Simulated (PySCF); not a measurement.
# Relaxation of sextet IrSF₂

Method: PySCF, UPBE0, basis Ir def2-TZVP with ECP60, S def2-TZVP, F def2-TZVP (scalar-relativistic core potentials, no spin–orbit coupling, density fitting). A (50,194) grid was used.

A start displaced from a saddle point along its imaginary mode, with no symmetry imposed:

```xyz
4
charge 0 multiplicity 6, angstrom
Ir    0.1260    0.0612   -0.0142
S    -1.9393   -0.1263   -0.6331
F     0.0613   -0.1596    1.9523
F     1.9230   -0.2500   -0.7431
```

Optimiser trace:
```csv
step,E − E(last) (kJ/mol),largest gradient (Eh/bohr)
0,12.10,0.01111
1,5.34,0.00894
2,1.90,0.00846
3,1.52,0.00743
4,1.08,0.00360
5,0.69,0.00183
6,0.39,0.00109
7,0.24,0.00078
8,0.14,0.00070
9,0.05,0.00064
10,0.01,0.00033
11,0.00,0.00015
```

It ends at C1 with Ir–F 1.943 Å, Ir–F 1.950 Å, Ir–S 2.140 Å; F–Ir–F 101.8°, F–Ir–S 113.3°, F–Ir–S 117.2°. No frequency check is given, so it may be a saddle point.

With open d or f shells other occupations or spin states may lie lower. At this level a quartet minimum of C2v symmetry lies 146 kJ/mol below this structure. Spin–orbit coupling, left out here, can matter for elements this heavy.
